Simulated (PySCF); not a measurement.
## Working out the ionisation energy of Ag²⁺

Ag²⁺ [Kr] 4d9 (2D) → Ag³⁺ [Kr] 4d8 (3F). Computed with PySCF 2.14 in x2c-TZVPall (8s6p6d1f, 63 functions), with the spin-free X2C one-electron Hamiltonian (Gaussian nucleus). Frozen: [Kr]. Energies in hartree (1 hartree = 27.21139 eV):

```csv
part,Ag²⁺ (lower),Ag³⁺ (upper)
UHF,-5311.852176,-5310.640929
MP2 opposite-spin,-0.135553,-0.099955
MP2 same-spin,-0.079458,-0.063002
```

Task: What does Hartree-Fock give?

Result: (-5310.640929) − (-5311.852176) = 1.211247 hartree = 32.960 eV.

Task: What do MP2 and SCS-MP2 (6/5 opposite-spin, 1/3 same-spin) give?

Result: The opposite-spin parts differ by 0.969 eV and the same-spin parts by 0.448 eV. MP2: 32.960 + (0.969) + (0.448) = 34.377 eV. SCS-MP2: 32.960 + 1.2 × (0.969) + (0.448)/3 = 34.272 eV.

Reference: 34.8 ± 0.3 eV (semi-empirical (NIST evaluation); NIST Atomic Spectra Database, ionization energies), between the lowest levels; spin-orbit coupling is absent from the calculation.

What remains against the reference includes basis incompleteness, the frozen core and correlation beyond second order.
